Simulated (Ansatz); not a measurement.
`[CH3][Y]([CH3])[CH3]`. Charge 0, multiplicity 1. Y: def2 effective core potential.

```xyz
13

C     1.2477    1.3328    1.2824
Y     0.2037    0.4038   -0.5952
C     0.9111   -1.7977   -0.9563
C    -2.1268    0.5292   -0.4205
H     1.8926    2.1953    1.0574
H     1.8856    0.5978    1.7920
H     0.5136    1.6827    2.0209
H     1.4316   -1.9522   -1.9132
H     0.0650   -2.4981   -0.9506
H     1.6050   -2.1310   -0.1726
H    -2.6033    1.1522   -1.1921
H    -2.4358    0.9491    0.5464
H    -2.5901   -0.4638   -0.4985
```

Q: What are the harmonic wavenumbers in cm⁻¹ at PBE0-D4/def2-TZVP (Ansatz, finite differences of forces, unscaled)? (An estimate is asked.)

A: The calculation gave: 43, 51, 53, 76, 112, 112, 333, 340, 340, 395, 413, 414, 456, 491, 491, 1141, 1141, 1145, 1416, 1422, 1422, 1426, 1426, 1428, 2987, 2987, 2989, 3059, 3059, 3062, 3073, 3076, 3077.

Q: Is this a minimum?

A: Yes, all 33 modes are real.

Q: Give the ideal-gas thermochemistry at 298.15 K and 1 bar (rigid rotor, harmonic oscillator; point group C3v, symmetry number 3).

A: Zero-point energy 259.9 kJ/mol; H(298) − E = 289.7 kJ/mol; entropy 415.4 J/(mol·K), of which translation 169.9, rotation 103.6, vibration 141.9; G(298) − E = 165.9 kJ/mol. Modes under 100 cm⁻¹ are hindered rotations or soft bends, so the harmonic entropy is rough.

Q: And at 400, 500, 600, 800 and 1000 K?

A: 
```json
{"T (K)": "400", "H − E (kJ/mol)": "305.2", "S (J/mol/K)": "459.9", "G − E (kJ/mol)": "121.2"}
{"T (K)": "500", "H − E (kJ/mol)": "322.0", "S (J/mol/K)": "497.5", "G − E (kJ/mol)": "73.3"}
{"T (K)": "600", "H − E (kJ/mol)": "340.3", "S (J/mol/K)": "530.7", "G − E (kJ/mol)": "21.9"}
{"T (K)": "800", "H − E (kJ/mol)": "380.4", "S (J/mol/K)": "588.3", "G − E (kJ/mol)": "-90.2"}
{"T (K)": "1000", "H − E (kJ/mol)": "424.6", "S (J/mol/K)": "637.5", "G − E (kJ/mol)": "-212.9"}
```

Q: Rotational constants (cm⁻¹)?

A: 0.1171, 0.117, 0.06822.
